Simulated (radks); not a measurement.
Initial-state core-level shifts of neutral thallium when its valence configuration changes from [Hg] 6p1. Method: Dirac Kohn-Sham, PBE, spin-unpolarised, spherical densities, finite nucleus; open shells fill j = l - 1/2 first; Fermi nuclear charge, rms radius 5.4759 fm; computed with a radial shooting solver on a logarithmic mesh with Libxc functionals. Shifts are changes of the shell-averaged eigenvalues in eV (positive: less bound); the change of the density at the nucleus, which sets a Mossbauer isomer shift, is in e/bohr^3, on a base of 2.523e+06.

| valence | 1s | 3p | 4s | 5s | density at nucleus |
|---|---|---|---|---|---|
| [Xe] 4f13.5 5d10 6s2 6p1.5 | -9.134 | -10.936 | -9.634 | -4.665 | +139.8 |
| [Xe] 4f13.5 5d10 6s1 6p2.5 | -10.925 | -12.698 | -11.402 | -6.434 | -60.5 |
| [Xe] 4f14 5d10 6p3 | -3.556 | -3.495 | -3.509 | -3.520 | -390.9 |
| [Xe] 4f14 5d9 6s2 6p2 | -5.016 | -5.170 | -5.122 | -4.867 | +80.0 |
| [Xe] 4f14 5d8 6s2 6p3 | -10.813 | -11.104 | -10.989 | -10.395 | +162.0 |
| [Xe] 4f13 5d10 6s2 6p2 | -18.464 | -22.116 | -19.423 | -9.366 | +284.3 |
| [Xe] 4f14 5d6 6s2 6p5 | -22.578 | -23.157 | -22.844 | -21.295 | +331.7 |
| [Xe] 4f12.5 5d10 6s2 6p2.5 | -28.380 | -33.914 | -29.738 | -14.480 | +432.0 |
| [Xe] 4f13.5 5d9 6s1 6p3.5 | -16.625 | -18.533 | -17.174 | -11.886 | -7.7 |
